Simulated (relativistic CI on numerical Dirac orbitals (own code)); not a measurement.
# Slater and spin-orbit integrals, Mg VII

Calculated at this level of theory: Dirac-Coulomb-Breit CI, separate exchange-only KLI orbitals for each configuration, model QED (radiative potential, 1s self-energy scaled to tabulated hydrogen-like ionisation energies), unscaled Slater integrals (own radial code, finite nucleus).

Slater integrals F^k, G^k are unscaled and averaged over j, outside the closed core 1s2; ζ comes from projecting the Hamiltonian with its Breit term on Σ l·s of the shell.

- 2s²2p²: F^2(2p,2p) = 172400, ζ(2p) = 2027.9 cm⁻¹; <r>(2p) = 0.5475, <r^2>(2p) = 0.3666 (bohr units).
- 2s2p³: F^2(2p,2p) = 171450, G^1(2s,2p) = 201360, ζ(2p) = 1984.2 cm⁻¹; <r>(2s) = 0.6086, <r^2>(2s) = 0.4356, <r>(2p) = 0.5505, <r^2>(2p) = 0.3706 (bohr units).
- 2p⁴: F^2(2p,2p) = 169760, ζ(2p) = 1946 cm⁻¹; <r>(2p) = 0.5554, <r^2>(2p) = 0.3776 (bohr units).

Averages of the first 10 configurations, taken without configuration mixing, which lowers the lowest level and can move excited configurations by several eV; other configurations of the list can lie among them:

```json
{"Configuration": "2s²2p²", "Parity": "even", "States": "15", "Average energy above the lowest level (eV)": "4.3"}
{"Configuration": "2s2p³", "Parity": "odd", "States": "40", "Average energy above the lowest level (eV)": "33.8"}
{"Configuration": "2p⁴", "Parity": "even", "States": "15", "Average energy above the lowest level (eV)": "70.8"}
{"Configuration": "2s²2p3s", "Parity": "odd", "States": "12", "Average energy above the lowest level (eV)": "132.7"}
{"Configuration": "2s²2p3p", "Parity": "even", "States": "36", "Average energy above the lowest level (eV)": "141.4"}
{"Configuration": "2p³3s", "Parity": "odd", "States": "40", "Average energy above the lowest level (eV)": "190.7"}
{"Configuration": "2s²2p3d", "Parity": "odd", "States": "60", "Average energy above the lowest level (eV)": "149.8"}
{"Configuration": "2p³3p", "Parity": "even", "States": "120", "Average energy above the lowest level (eV)": "198.2"}
{"Configuration": "2p³3d", "Parity": "odd", "States": "200", "Average energy above the lowest level (eV)": "206.4"}
{"Configuration": "2s2p²3s", "Parity": "even", "States": "60", "Average energy above the lowest level (eV)": "157.8"}
```
